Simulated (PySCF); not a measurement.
All values below come from B3LYP-D3(BJ)/def2-TZVP in PySCF 2.14.0. All species are isolated molecules in the gas phase. B3LYP has the VWN-RPA correlation part, as in Gaussian. Excitations are Tamm–Dancoff values on a coarser integration grid. The basis has no diffuse functions, so Rydberg states are missing or too high.

Reference species (SMILES): `C1O[SiH2]1` (neutral, multiplicity 1).

```
Item                  Result
-------------------  -------
S1 excitation (TDA)  5.93 eV
dipole moment         1.89 D
HOMO–LUMO gap        6.73 eV
```

Changed species: `O=C[SiH3]`.

Question: What does the change do to the S1 excitation (TDA), dipole moment and HOMO–LUMO gap?

Answer: the S1 excitation (TDA) decreases by 2.65 eV, to 3.28 eV; the dipole moment rises by 0.31 D, to 2.20 D; the HOMO–LUMO gap falls by 1.70 eV, to 5.03 eV.
